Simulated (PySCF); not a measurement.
## Ionising TlSn

UHF; Tl def2-SVP with ECP60, Sn def2-SVP with ECP28; scalar-relativistic core potentials (PySCF 2.14). Neutral (UHF): quartet (σ ↑, π ↑↑), Re = 3.004 Å, ωe = 112 cm⁻¹, De = 1.17 eV, HOMO -6.61 eV, LUMO 0.32 eV.

TlSn⁺ (UHF): triplet (σ ↑, π ↑), Re = 3.609 Å, ωe = 53.9 cm⁻¹. The energies at the minima are -384.89235 hartree for TlSn and -384.68230 for TlSn⁺.

Question: Work out the adiabatic ionisation energy, without and with harmonic zero-point energies (1 hartree = 27.2114 eV, 1 eV = 8065.5 cm⁻¹), and the change of the bond length.

Answer: At UHF: 0.21005 hartree = 5.716 eV between the minima; the zero-point term (53.9 − 112.0)/2 cm⁻¹ = -0.004 eV makes it 5.712 eV. Re changes by +60.5 pm against the neutral. The electron leaves a π orbital, and the ion is left as a loose complex of an ion and an atom.

Spin–orbit coupling is left out, which matters for elements this heavy, above all for dissociation energies. Hartree–Fock leaves out correlation, which carries a large part of most bond energies and some tenths to 1 eV of ionisation energies. States were picked by a PBE0 search and need not be the measured ground states.
